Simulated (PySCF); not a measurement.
# Distorted geometries of [Dy(SH)2]+

[Dy(SH)2]+ (singlet in the valence; each metal's 4f electrons, 9 of them, lie in its core potential, out of spins and levels). PySCF 2.14.0, RKS BP86, Dy lcecp-1-SVP with ECP55, S def2-SVP, H def2-SVP; non-relativistic Hamiltonian with scalar-relativistic core potentials where named; density fitting; no spin-orbit coupling. Relaxed geometry:

```xyz
5

Dy   -0.6983   -1.3058    0.3707
S    -0.0500    0.4668    2.0003
H     0.5094    1.3454    1.1132
S    -0.0500   -0.6537   -1.9472
H     0.5094    0.5599   -1.6540
```

Problem. Order these distorted geometries by energy above the relaxed one, lowest first.
A.
```xyz
5

Dy   -0.8810   -1.3773    0.2620
S     0.0567    0.6441    2.0202
H     0.5579    1.3291    1.0364
S    -0.1537   -0.6392   -1.8584
H     0.6407    0.4558   -1.5773
```
B.
```xyz
5

Dy   -0.9751   -1.1829    0.3121
S     0.1795    0.5569    2.0759
H     0.5878    1.1484    1.0244
S    -0.1041   -0.6515   -2.0056
H     0.5325    0.5416   -1.5239
```
C.
```xyz
5

Dy   -0.7230   -1.2356    0.3934
S    -0.1863    0.3903    2.0124
H     0.5922    1.4465    1.1019
S     0.0257   -0.7142   -1.8964
H     0.5120    0.5255   -1.7283
```

Solution. B (0.48 eV), C (0.58 eV), A (0.67 eV).

Problem. Which forces (eV/Å) act in the one that lies 0.67 eV up?

Solution. 
```
Dy   0.24  1.14  2.94
S   -1.50 -2.65  0.17
H    0.77  1.08 -1.45
S    0.70  0.69 -1.67
H   -0.21 -0.26 -0.01
```
Forces carry noise of the integration grid, about 0.01 to 0.03 eV/Å.

An lcecp potential fixes the number of 4f electrons, so in runs with it no electron can move into or out of that shell.
